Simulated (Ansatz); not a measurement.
`B[CH]([GeH3])C=N` + HBr → `B[CH]([GeH3])Br` + `C=N`  (substitution at a C–C bond)

Calculated with Ansatz (gas phase, PBE0-D4/def2-TZVP geometries, no zero-point term in ΔE). CCSD(T)/CBS is the MP2 limit (def2-TZVPP, def2-QZVPP) plus CCSD(T) − MP2 in def2-TZVPP, frozen cores. This one scheme is used for every species. Functionals use def2-TZVPP. For Br, Ge outer-core shells are correlated without core-valence functions, which leaves a few kJ/mol of doubt a bond. Scalar relativity is left out up to krypton. One conformer a species, not always the lowest.

`B[CH]([GeH3])C=N`:

Z-matrix (Å, degrees):
```
Ge
C 1 2.033
B 1 2.552 2 36.8
H 1 1.531 2 107.7 3 -113.9
H 1 1.540 2 110.6 3 5.8
H 1 1.531 2 106.9 3 125.0
C 2 1.484 1 108.1 3 121.3
H 2 1.092 1 104.5 3 -118.2
H 3 1.198 1 105.5 2 -115.8
H 3 1.196 1 106.9 2 115.8
N 7 1.265 2 127.7 1 116.6
H 7 1.095 2 115.1 1 -65.1
H 11 1.022 7 110.9 2 -1.5
```

HBr:

Z-matrix (Å, degrees):
```
Br
H 1 1.420
```

`B[CH]([GeH3])Br`:

Z-matrix (Å, degrees):
```
C
Ge 1 2.010
Br 1 1.945 2 106.9
B 1 1.522 2 101.9 3 123.8
H 1 1.090 2 104.3 3 -113.8
H 2 1.532 1 105.5 3 51.8
H 2 1.537 1 109.6 3 171.2
H 2 1.533 1 109.3 3 -67.4
H 4 1.193 1 121.9 2 -95.2
H 4 1.199 1 117.5 2 78.9
```

`C=N`:

Cartesian coordinates in Å:
```
C -0.030 0.356 0.156
N 0.633 -0.614 -0.298
H -1.124 0.390 0.226
H 0.504 1.240 0.511
H 0.017 -1.372 -0.595
```

CCSD(T)/CBS gives +11.6 kcal/mol.

Task: Another level gave +13.6 kcal/mol. Which?
A. SCS-MP2/def2-TZVPP
B. HF/def2-TZVPP
C. PBE0-D4/def2-TZVPP
D. MP2/def2-TZVPP

Result: C. PBE0-D4 13.6, SCS-MP2/def2-TZVPP 11.0, MP2/def2-TZVPP 12.4, HF/def2-TZVPP 9.3 kcal/mol.

Largest T1 diagnostic among the species: 0.013.

In def2-TZVPP, CCSD(T) changes the Hartree–Fock value by +2.6 kcal/mol (the triples alone add +0.4 kcal/mol) and MP2 by +3.1 kcal/mol.
